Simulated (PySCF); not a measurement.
4-methyl-2,3-dihydrothiophene 1,1-dioxide, C₅H₈O₂S.
SMILES with atom numbers: `[CH3:1][C:2]1=[CH:3][S:4](=[O:5])(=[O:6])[CH2:7][CH2:8]1` (hydrogens: H9, H10, H11 on C1; H12 on C3; H13, H14 on C7; H15, H16 on C8)

Cartesian coordinates in Å at the GFN2-xTB level; atoms count from 1:
```
atom  x, y, z in Å
C1     2.227   -0.059   -0.195
C2     0.737    0.018   -0.221
C3    -0.022    0.080   -1.299
S4    -1.745    0.195   -0.844
O5    -2.543   -0.799   -1.508
O6    -2.184    1.560   -0.931
C7    -1.445   -0.272    0.900
C8     0.020    0.055    1.110
H9     2.631    0.757    0.402
H10    2.543   -0.994    0.265
H11    2.638   -0.003   -1.198
H12    0.281    0.095   -2.326
H13   -2.119    0.286    1.541
H14   -1.649   -1.337    0.964
H15    0.128    1.063    1.520
H16    0.494   -0.637    1.809
```

The closed-shell SCF was solved with PySCF and density fitting under several settings on one GFN2-xTB geometry (grid level 2 and gas phase unless stated).

```tsv
settings	basis functions	SCF cycles	E (Eh)	HOMO (eV)	LUMO (eV)	dipole (D)
PBE0/pcSseg-1	183	14	-743.3205	-7.82	-0.64	5.99
PBE0/def2-SVPD	237	14	-743.0313	-7.92	-0.72	6.18
```

Problem. Estimate the row for these settings: PBE0/pcSseg-0, IEF-PCM acetone, grid level 1.

Solution. 
| settings | basis functions | SCF cycles | E (Eh) | HOMO (eV) | LUMO (eV) | dipole (D) |
| --- | --- | --- | --- | --- | --- | --- |
| PBE0/pcSseg-0, IEF-PCM acetone, grid level 1 | 92 | 11 | -741.9548 | -7.99 | -0.55 | 8.61 |

Problem. Over all rows, what range does the HOMO–LUMO gap span?

Solution. From 7.18 eV (PBE0/pcSseg-1) to 7.44 eV (PBE0/pcSseg-0, IEF-PCM acetone, grid level 1).

Problem. And the dipole moment?

Solution. From 5.99 D (PBE0/pcSseg-1) to 8.61 D (PBE0/pcSseg-0, IEF-PCM acetone, grid level 1); the largest is 1.44 times the smallest, and the median is 6.18 D.

Problem. Compare two rows with the functional PBE0: PBE0/pcSseg-1 and PBE0/def2-SVPD. Which energy is lower, and by how much?

Solution. PBE0/pcSseg-1 (183 functions) lies 0.2892 Eh or 181 kcal/mol below PBE0/def2-SVPD (237 functions). The smaller set gives the lower energy; the two sets aren't nested, so the variational bound doesn't order them by size.

Whole jobs, the steps after the SCF included, on one thread, Arm Neoverse V1 (aarch64), on a shared host:

| settings | work after the SCF | wall time | peak memory |
| --- | --- | --- | --- |
| PBE0/pcSseg-1 | shieldings, ring-centre shieldings, charges and field gradients | 26 s | 0.82 GiB |
| PBE0/def2-SVPD | 6 singlets by full TDDFT, 2 Tamm–Dancoff triplets, polarisability | 44 s | 0.95 GiB |
| PBE0/pcSseg-0, IEF-PCM acetone, grid level 1 | shieldings, ring-centre shieldings, charges and field gradients | 8.0 s | 0.60 GiB |

Cycle counts include a coarse-grid stage where the run had one. The species at its GFN2-xTB geometry (one conformer only).
